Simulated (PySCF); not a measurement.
Orbital picture of InB

M06-2X at R = 2.440 Å; basis In aug-cc-pVDZ-PP with ECP28, B aug-cc-pVDZ; scalar-relativistic core potentials; PySCF 2.14. State: ³Π (triplet), unpaired electrons σ ↑, π ↑. Only the outer orbitals are listed, counted within each symmetry, core potentials removing the inner ones.

```tsv
spin	orbital	occ.	ε (eV)	on In (%)	main shells (%)
α	5σ	1	-13.23	29	67 B s, 25 In s
α	6σ	1	-9.49	66	64 In s, 27 B s
α	7σ	1	-5.86	41	56 B p, 32 In p, 8 In s
α	3π	1	-5.60	25	73 B p, 24 In p
α	3π	0	-2.16	50	49 In p, 48 B p
α	4π	0	-0.57	86	84 In p, 14 B p
α	4π	0	-0.19	67	65 In p, 34 B p
β	5σ	1	-11.65	38	57 B s, 35 In s
β	6σ	1	-7.86	64	59 In s, 35 B s
β	3π	0	-2.02	68	66 In p, 31 B p
β	3π	0	-1.90	77	73 In p, 23 B p
β	7σ	0	-1.35	48	36 In p, 34 B p, 18 B s
```

Question: Which are the highest filled and the lowest empty level, where do they sit, and how wide is the gap?

Answer: Highest filled α 3π at -5.60 eV (in %: 73 B p, 24 In p); lowest empty α 3π at -2.16 eV (in %: 49 In p, 48 B p); the gap at M06-2X is 3.44 eV. Both belong to one degenerate shell, split only by its one-sided filling, so this is no excitation gap.

```json
{
 "bond order (Mayer)": "0.88",
 "⟨S²⟩": "2.014",
 "charge on In (Mulliken, basis-dependent)": "0.36",
 "charge on In (Löwdin, basis-dependent)": "0.37",
 "dipole moment (positive dipole means In(−)B(+))": "-2.16 D"
}
```

Spin–orbit coupling is left out. The state is the lowest determinant that a PBE0 search found; another state may lie lower at other levels.
